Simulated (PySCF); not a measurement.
A GIAO shielding run with PySCF (density fitting, non-relativistic, gas phase) on `N#CSc1cccs1`, C5H3NS2:

```
{"job": {"kind": "nmr", "xc": "PBE0", "basis": "pcSseg-1"}, "charge": 0, "multiplicity": 1}
N      3.577342     0.619019     0.353712
C      2.853992    -0.214193     0.662871
S      1.816680    -1.451388     1.125472
C      0.289417    -0.705748     0.634337
C      0.062369     0.508881     0.063532
C     -1.313244     0.727176    -0.173499
C     -2.092193    -0.311729     0.216921
S     -1.172911    -1.600394     0.891046
H      0.837296     1.213541    -0.176848
H     -1.696166     1.627382    -0.618237
H     -3.157156    -0.409876     0.154410
```

Hardware: 1 thread of an Arm Neoverse V1, shared host. The job also computes population analyses, field gradients, ring-centre shieldings.

Q: How large is the calculation?

A: 72 electrons, 165 basis functions and 895 auxiliary functions.

Q: How long does it take?

A: 19 s of wall time, with 14 SCF cycles and 5 response iterations. Times on a shared host scatter by some tens of per cent.
